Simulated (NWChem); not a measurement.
# CH₃ClF₂Si; SMILES Cl[Si](F)(F)C

```xyz
8

C     -1.6140    -1.1802     0.0000
Si     0.0339    -0.3423     0.0000
F      0.9073    -0.7722    -1.3011
F      0.9073    -0.7722     1.3011
Cl    -0.1325     1.7076     0.0000
H     -2.1939    -0.8912    -0.8985
H     -2.1939    -0.8912     0.8985
H     -1.4864    -2.2812     0.0000
```
Atoms are numbered in this order, from 1.

Computed with NWChem. The geometry was optimised at PBE-D3(BJ)/def2-SVP. Level: M05-2X/def2-SVP with SMD (1 M gas to 1 M solution), gas-phase geometry. Reactions with the solvent are ignored.

```csv
solvent,dielectric constant,solvation free energy (kcal/mol),cavity-dispersion-structure term (kcal/mol),dipole in solution (D)
water,78.4,-0.8,3.4,3.11
tetrahydrofuran,7.43,-3.8,-0.2,3.03
dichloromethane,8.93,-4.5,-0.7,3.04
methanol,32.6,-4.4,-0.3,3.10
```
